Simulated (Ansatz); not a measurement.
A nudged elastic band was laid between two geometries of C₂H₆MgO (10 atoms, charge 0, multiplicity 1).

The calculation used RKS PBE/6-31G* (Ansatz).

| Item | Value |
| --- | --- |
| movable images | 5 |
| climbing image | yes |
| spring | 5.0 eV/Å² |
| optimiser | quadratic models (default) |
| start path | IDPP |
| force threshold | 0.05 eV/Å |
| iteration limit | 60 |
| end points | relaxed |

First end point:

```xyz
10
Properties=species:S:1:pos:R:3
C -1.282 0.761 0.325
C -0.424 -0.472 0.671
Mg 1.362 -0.643 -0.453
O 2.923 -0.839 -1.383
H -1.601 0.762 -0.734
H -2.208 0.815 0.933
H -0.738 1.708 0.495
H -0.162 -0.456 1.747
H -1.019 -1.395 0.527
H 3.233 -0.292 -2.124
```

Last end point:

```xyz
10
Properties=species:S:1:pos:R:3
C -1.439 0.495 -0.197
C -0.551 -0.704 0.194
Mg 1.531 -0.337 0.086
O 3.338 -0.092 -0.052
H -2.520 0.259 -0.125
H -1.264 1.372 0.452
H -1.257 0.826 -1.236
H -0.793 -1.028 1.225
H -0.790 -1.572 -0.450
H 3.828 0.731 0.107
```

Question: Which bonds break or form, and what moves?

Answer: No bond is made or broken. The dihedral H7–C1–C2–Mg3 goes from -60 to 60°.

Question: What energy profile does the band end with?

Answer: The run converged. The highest image is number 3 of 0 to 6, 11.5 kJ/mol above the ends, which have the same energy within 2 meV. A vibrational analysis at the climbing image gives one clearly imaginary mode, 241i cm⁻¹, and a faint second one (24i cm⁻¹) that may be numerical noise or a soft torsion: probably a first-order saddle point.

| image | path coordinate (Å) | energy (kJ/mol) | dihedral H7–C1–C2–Mg3 (°) |
| --- | --- | --- | --- |
| 0 | 0.00 | 0.0 | -60 |
| 1 | 0.67 | 0.9 | -49 |
| 2 | 1.35 | 7.0 | -24 |
| 3 | 2.02 | 11.5 | 0 |
| 4 | 2.67 | 7.3 | 23 |
| 5 | 3.31 | 1.2 | 47 |
| 6 | 3.95 | 0.0 | 60 |

Question: What is the geometry of the highest image?

Answer: 
```xyz
10
Properties=species:S:1:pos:R:3:forces:R:3
C -1.425 0.576 -0.069 0.01 -0.01 0.00
C -0.552 -0.654 0.311 -0.02 0.02 0.00
Mg 1.518 -0.441 -0.057 0.00 0.00 0.00
O 3.306 -0.305 -0.411 0.00 0.00 0.00
H -2.191 0.312 -0.820 0.00 0.00 0.00
H -1.964 0.976 0.808 0.00 0.00 0.00
H -0.866 1.430 -0.497 0.00 0.00 0.00
H -0.680 -0.896 1.382 0.00 0.00 0.00
H -0.905 -1.553 -0.226 0.00 0.00 0.00
H 3.842 0.504 -0.417 0.00 0.00 0.00
```

Time of the run: 65 s on 1 thread of Arm Neoverse V2 (shared host), peak memory 0.26 GiB.
